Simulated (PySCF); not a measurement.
C₂H₁₀O₂Si₂.

```xyz
16

C     -1.3386     1.9031    -0.8900
O     -0.4481     1.4831     0.1204
Si     0.4502     0.0688     0.1277
C      1.5050    -0.0071    -1.4276
O      1.3733     0.1095     1.5153
Si    -0.9426    -1.8100     0.3533
H     -0.8296     2.0324    -1.8632
H     -1.7667     2.8729    -0.5942
H     -2.1702     1.1875    -1.0287
H      2.1696    -0.8862    -1.4076
H      0.8808    -0.0781    -2.3345
H      2.1331     0.8957    -1.5217
H      1.8734     0.9251     1.6658
H     -0.1582    -3.0785     0.3564
H     -1.7422    -1.7363     1.6084
H     -1.8961    -1.8744    -0.7956
```

Geometry optimised at TPSSh-D3(BJ)/def2-SVP. The structure was generated by enumeration; whether it is a known compound was not checked. The values are those of a single conformer.

Level of theory: KT2/pcSseg-1 in PySCF. Non-relativistic, no solvent.

Question: Give the absolute GIAO shielding of each atom: isotropic value and principal components (ppm). (Estimate from the structure and the level; the computed values follow.)

Answer: 
```json
[
 {"atom": "C1", "σ(iso)": "129.8", "σ11": "102.6", "σ22": "105.4", "σ33": "181.5", "span": "78.9"},
 {"atom": "O2", "σ(iso)": "276.6", "σ11": "231.3", "σ22": "273.8", "σ33": "324.7", "span": "93.5"},
 {"atom": "Si3", "σ(iso)": "343.6", "σ11": "317.3", "σ22": "354.9", "σ33": "358.8", "span": "41.5"},
 {"atom": "C4", "σ(iso)": "179.1", "σ11": "168.7", "σ22": "173.9", "σ33": "194.9", "span": "26.2"},
 {"atom": "O5", "σ(iso)": "262.2", "σ11": "224.6", "σ22": "268.3", "σ33": "293.6", "span": "69.0"},
 {"atom": "Si6", "σ(iso)": "487.2", "σ11": "475.8", "σ22": "483.8", "σ33": "502.2", "span": "26.4"},
 {"atom": "H7", "σ(iso)": "27.6", "σ11": "23.4", "σ22": "26.0", "σ33": "33.5", "span": "10.1"},
 {"atom": "H8", "σ(iso)": "27.4", "σ11": "23.4", "σ22": "25.0", "σ33": "33.8", "span": "10.4"},
 {"atom": "H9", "σ(iso)": "27.5", "σ11": "23.3", "σ22": "25.9", "σ33": "33.4", "span": "10.1"},
 {"atom": "H10", "σ(iso)": "30.9", "σ11": "27.4", "σ22": "28.7", "σ33": "36.7", "span": "9.2"},
 {"atom": "H11", "σ(iso)": "30.8", "σ11": "27.3", "σ22": "29.2", "σ33": "35.9", "span": "8.6"},
 {"atom": "H12", "σ(iso)": "31.1", "σ11": "27.4", "σ22": "28.2", "σ33": "37.6", "span": "10.2"},
 {"atom": "H13", "σ(iso)": "29.5", "σ11": "22.3", "σ22": "24.8", "σ33": "41.4", "span": "19.1"},
 {"atom": "H14", "σ(iso)": "28.0", "σ11": "24.9", "σ22": "26.0", "σ33": "33.2", "span": "8.3"},
 {"atom": "H15", "σ(iso)": "28.0", "σ11": "24.8", "σ22": "25.6", "σ33": "33.5", "span": "8.8"},
 {"atom": "H16", "σ(iso)": "27.9", "σ11": "24.7", "σ22": "26.6", "σ33": "32.4", "span": "7.7"}
]
```
